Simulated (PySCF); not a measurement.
The numbers are results of B3LYP-D3(BJ)/def2-TZVP // PBE0-D4/def2-TZVP (PySCF 2.14.0), not measurements. Gas-phase values, no solvent. One relaxed conformer stands for a flexible species; it need not be the lowest. B3LYP has the VWN-RPA correlation part, as in Gaussian. Excitations are Tamm–Dancoff values on a coarser integration grid. The basis has no diffuse functions, so Rydberg states are missing or too high.

Reference species (SMILES): `O[Si](O)(Br)Br` (H–O–Si–Br torsion -66°, Br–Si–O–H torsion -46°) (neutral, multiplicity 1).

The HOMO comes out as -8.16 eV and the T1 excitation (TDA) is 6.20 eV. The HOMO–LUMO gap is 7.65 eV.

Changed species: `O[Si](Br)(Br)Br` (H–O–Si–Br torsion 180°) (1 of 4 Br replaced by OH; the reference has 2 of 4 Br replaced by OH).

Task: Predict the effect on the HOMO, T1 excitation (TDA) and HOMO–LUMO gap.

Result: the HOMO drops by 0.08 eV, to -8.24 eV; the T1 excitation (TDA) decreases by 0.59 eV, to 5.61 eV; the HOMO–LUMO gap falls by 0.64 eV, to 7.01 eV.
